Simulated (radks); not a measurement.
Valence configurations of the thallium ion Tl2+ (all share [Xe]). All-electron calculation, scalar-relativistic Kohn-Sham, r2SCAN, spin-polarised, spherical densities, finite nucleus; open shells are filled with parallel spins first (spin-orbit coupling, left out, can overturn this in heavy ions); meta-GGA in the generalised Kohn-Sham scheme; Fermi nuclear charge, rms radius 5.4759 fm. Program: a radial shooting solver on a logarithmic mesh with Libxc functionals. Energies are relative to 4f14 5d10 6s1; eigenvalues in eV for spin up.

valence	E (eV)	moment (Bohr magnetons)	e(4f)	e(5d)	e(6p)	e(6s)
4f14 5d10 6s1	0.000	1	-133.18	-33.829	-	-26.092
4f13 5d10 6s2	115.65	1	-151.51	-38.625	-	-27.323
4f14 5d8 6s1 6p2	37.523	5	-145.69	-43.922	-20.783	-32.221
4f14 5d9 6s2	9.302	1	-137.80	-37.208	-	-27.192
4f14 5d9 6s1 6p1	18.007	3	-139.45	-38.943	-18.682	-29.386
4f13.5 5d8 6s1 6p2.5	101.77	6	-155.77	-47.221	-21.824	-33.693
4f14 5d8.5 6s0.5 6p2	33.069	4	-143.41	-42.154	-20.203	-31.198
4f14 5d6 6s1 6p4	86.492	7	-158.65	-53.978	-24.021	-37.043
4f13 5d9 6s1 6p2	146.52	5	-159.61	-45.534	-20.961	-32.498
4f14 5d10 6p1	9.813	1	-134.97	-35.354	-17.133	-

NIST lists [Xe] 4f14 5d10 6s1 as the ground configuration; this level of theory agrees among the configurations tried. The energies are those of spherical high-spin densities, not of single terms.
